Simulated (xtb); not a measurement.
xtb input:

```bash
xtb mol.xyz --gfn 2 --sp --chrg -1 --uhf 0
```
mol.xyz:
```
7

Si    -0.09109274     0.06747528     0.30619746
O     -0.65713303     1.40246268    -0.26662898
O     -0.80143208    -1.32154977    -0.36840921
O      1.58250447    -0.12004546     0.07603431
H     -0.22093541    -0.21836964     1.77540688
H     -1.35467333    -1.01655661    -1.09467344
H      1.85939218     0.60333280    -0.49546681
```

Problem. Which total energy does the run end on?

Solution. -15.80614 Eh (GFN2-xTB).

It need not be the lowest isomer of its formula. Whether it binds its extra electron was not tested at this geometry.
